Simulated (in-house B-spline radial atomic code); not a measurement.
Configurations of the hafnium ion Hf³⁺, with energies counted from [Xe] 4f14 (5d3/2)1. Computed with an all-electron radial atomic-structure program (B-spline basis): Dirac-Hartree-Fock, average of each configuration as written, Fermi nucleus of rms radius 5.347 fm. Energies include first-order Breit, QED and recoil terms.

Occupations are held fixed; configurations that lie above the ionisation limit could autoionise.

```
                                         configuration  E - E(ref) (eV)  highest orbital  its <r> (bohr)
                                    [Xe] 4f14 (5d5/2)1          0.49748            5d5/2           1.966
                   [Xe] (4f5/2)5 (4f7/2)8 (5d3/2)1 9s1            45.26            9s1/2           12.36
              [Xe] (4f5/2)6 (4f7/2)7 (5d3/2)1 (9f5/2)1           46.639            9f5/2           22.04
[Kr] 4d10 4f14 5s2 (5p1/2)2 (5p3/2)3 (5d3/2)1 (9g7/2)1           63.515            9g7/2           27.78
[Kr] 4d10 4f14 5s2 (5p1/2)1 (5p3/2)4 (5d3/2)1 (7g7/2)1           70.769            7g7/2            15.8
```

Question: Order these further configurations by energy, lowest first.
A. [Xe] 4f14 (8g7/2)1
B. [Xe] 4f14 (5g7/2)1
C. [Kr] (4d3/2)3 (4d5/2)6 4f14 5s2 5p6 (5d5/2)2
D. [Kr] 4d10 4f14 5s2 (5p1/2)2 (5p3/2)3 (5d3/2)1 (6d5/2)1
E. [Xe] (4f5/2)6 (4f7/2)7 (5d5/2)1 (5g9/2)1

Answer: B (23.555 eV), A (28.864 eV), E (42.197 eV), D (50.713 eV), C (228.76 eV).
